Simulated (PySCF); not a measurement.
PySCF 2.14 calculation with geometry from GFN2-xTB and PBE0/pcSseg-1 with gauge-including orbitals; single conformer, equivalent nuclei averaged, non-relativistic Hamiltonian, no solvent model.

δ = σ(ref) − σ, references computed at the same level: ¹H, ¹³C against TMS. Shifts are as computed. Against solution values, carbons near 30 ppm lie about +3 ppm off and those near 130 ppm about +5 ppm; carbons on Cl a further +6 ppm. Of 1211 compounds with measured shifts, 218 miss one by over three times the rms of a fit or turn the order of signals round; such compounds aren't used in these exercises. Carbons bonded to Cl come out too deshielded.

Task: Order these molecules by the shift of their most deshielded carbon-bound hydrogen, lowest δ first.
A. C=CC(Cl)Cl
B. Cc1cc(C=O)c(C)pc1C
C. C=C[C@@H]1[C@H]2CCCC[C@@H]12
D. C=C/C=P/CC(C)(C)C

Result: A (6.31 ppm, hydrogen on an alkene CH), C (6.90 ppm, hydrogen on an alkene CH), D (9.44 ppm, hydrogen on a carbon double-bonded to a heavier main-group atom), B (10.87 ppm, hydrogen on an aldehyde carbonyl carbon).

Task: How many ¹³C and ¹H signals does each give (equivalence by symmetry and fast rotation, but not about amide C–N or C=N bonds)? `C=CC(Cl)Cl`, `C=C[C@@H]1[C@H]2CCCC[C@@H]12`, `Cc1cc(C=O)c(C)pc1C`, `C=C/C=P/CC(C)(C)C`

Result: C=CC(Cl)Cl: 3 C, 4 H; C=C[C@@H]1[C@H]2CCCC[C@@H]12: 6 C, 9 H; Cc1cc(C=O)c(C)pc1C: 9 C, 5 H; C=C/C=P/CC(C)(C)C: 6 C, 6 H.
